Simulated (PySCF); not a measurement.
**How methods differ on the excitation energy of Au**

Au [Xe] 4f14 5d10 6s1 (2S) → Au [Xe] 4f14 5d9 6s1 6p1 (high-spin determinant), as a difference of total energies. Computed with PySCF 2.14 in def2-QZVPPD with the def2 core potential (60 electrons) (7s5p4d4f2g, 88 functions), with a scalar-relativistic core potential. Correlated levels: valence: 5s2 5p6 frozen; valence and next inner shell: nothing frozen outside the core potential. The calculations carry no spin-orbit coupling.

| method | excitation energy (eV) |
| --- | --- |
| UHF | 4.831 |
| LDA | 6.753 |
| PBE | 6.488 |
| PBE0 | 6.270 |
| r2SCAN | 6.206 |
| PW91 | 6.500 |
| CAM-B3LYP | 6.269 |
| BHandHLYP | 6.131 |
| BLYP | 6.554 |
| MP2 (valence) | 6.648 |
| SCS-MP2 (valence) | 6.628 |
| MP2 (valence and next inner shell) | 6.562 |
| SCS-MP2 (valence and next inner shell) | 6.486 |

Question: How much does correlation contribute at MP2 (valence and next inner shell)?

Answer: 6.562 − (4.831) = 1.731 eV, measured against UHF.

The determinant of the upper state mixes LS terms, which raises its energy above the lowest term, most at the Hartree-Fock and MP2 levels.
